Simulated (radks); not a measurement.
Numerical settings for neutral rubidium, [Kr] 5s1. All-electron calculation, Dirac Kohn-Sham, BLYP, spin-unpolarised, spherical densities, point nucleus. Program: a radial shooting solver on a logarithmic mesh with Libxc functionals. The defaults (mesh step 0.008 in ln r, mesh end at 40 bohr or more with all orbitals vanishing there, Anderson mixing 0.5 over 9 steps, residual threshold near 1e-9 with the energy settled to 1e-9 hartree or 1e-11 of itself, here a cap of 65 iterations) give E = -2981.9191 hartree and 5s1/2 at -2.166 eV in 14 iterations. Run on one thread of a shared host, so times are rough (Intel(R) Xeon(R) Platinum 8559C): 0.11 s of CPU time, 0.11 s wall, 14 iterations on 2725 mesh points. Changes against that run (0 stands for a change within the tolerance of the run):

| setting | iterations | converged | E (mhartree) | e(5s1/2) (meV) | CPU (s) |
|---|---|---|---|---|---|
| mesh step in ln r 0.02 | 14 | yes | 0 | 0 | 0.05 |
| mesh step in ln r 0.2 | 2 | no | diverged | - | 0.01 |
| mesh step in ln r 0.05 | 14 | yes | +0.00931 | 0 | 0.02 |
| mesh end (bohr) 5 | 13 | level above zero | +239 | +7.74e+03 | 0.08 |
| mesh end (bohr) 12 | 14 | yes | +1.48 | +111 | 0.1 |
| residual threshold 0.001 | 9 | yes | 0 | +0.099 | 0.08 |
| residual threshold 1e-05 | 10 | yes | 0 | -0.0225 | 0.09 |
| mixing 0.05 | 20 | yes | 0 | 0 | 0.16 |
| linear mixing, mixing 0.2 | 65 | no | 0 | 0 | 0.37 |
| linear mixing, mixing 0.05 | 65 | no | +0.125 | -73.6 | 0.43 |
| mixing history 20 | 20 | yes | 0 | 0 | 0.14 |
| iteration cap 8 | 8 | no | 0 | +0.099 | 0.08 |

Settled on a wrong energy, with an occupied level pushed above zero by the early mesh end: mesh end (bohr) 5 (+0.239 hartree). Apart from these: settings that end as converged yet miss the energy by more than 1 mhartree: mesh end (bohr) 12 (+0.00148 hartree). A mesh that ends early acts as a hard wall.
